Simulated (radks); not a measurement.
Q: All-electron calculation, scalar-relativistic Kohn-Sham, r2SCAN, spin-polarised, spherical densities, finite nucleus; open shells are filled with parallel spins first (spin-orbit coupling, left out, can overturn this in heavy ions); meta-GGA in the generalised Kohn-Sham scheme; Fermi nuclear charge, rms radius of each element as measured or else 0.836 A^(1/3) + 0.57 fm. Program: a radial shooting solver on a logarithmic mesh with Libxc functionals. Each species is in its NIST ground configuration. Rank Cu2+, Au2+, Ag2+ by radius at which the density is 0.001 e/bohr^3 (bohr), largest first.

A: Au2+ 3.48, Ag2+ 3.27, Cu2+ 2.90.
